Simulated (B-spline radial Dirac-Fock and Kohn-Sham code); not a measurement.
Mg⁷⁺: input and output of one calculation

ΔSCF core binding energies without Breit or QED terms, calculated with a B-spline atomic structure program. Keys: rel is the Hamiltonian (dirac, or spin-free x2c and nr, where L3 and M5 stand for the whole 2p and 3d shells), method is hf or an exchange,correlation pair (spin-unpolarised, also for the hole states), nuc the nuclear model, radius_factor scales its radius, rmax is the box in bohr, h the logarithmic mesh step, order the B-spline order, points the quadrature points per cell, c_factor scales the speed of light, and damp, ndamp, maxit and tol steer the iteration. The run stops when the commutator error falls below 10·tol·max(1, Z/10), or the numerical noise floor, and the energy has settled to about 1e-8 Ha; the virial ratio is −V/T.

Input (task.json):

```json
{"items": [{"Z": 12, "q": 7, "cfg": [[1, 0, 2], [2, 0, 2], [2, 1, 1]], "A": 24, "rrms": 3.057, "do": "settings", "holes": ["K", "L3", "M5"],
  "settings": [{"rel": "dirac", "method": "hf", "nuc": "fermi", "radius_factor": 1.0, "rmax": 45.0, "h": 0.3, "order": 8, "points": 10, "c_factor": 1.0, "maxit": 60, "damp": 0.5, "ndamp": 3, "tol": 1e-08, "cfg": "1s2 2s2 2p7"}]}]}
```

Command: `python xray2_run.py task.json out`

The program stops without a result: overfilled shell.

**Question.** One setting is unsound. Which, and why?

**Answer.** cfg puts more electrons in a shell than it can hold. With the default settings (Dirac Hartree-Fock): The ground state converged in 8 iterations, with total energy -172.04758 Ha, virial ratio 1.99634 and highest orbital energy -266.39 eV. ΔSCF binding energies: K (1s) 1581.6 eV. Holes are computed only in closed shells, and unreliable hole states are left out.
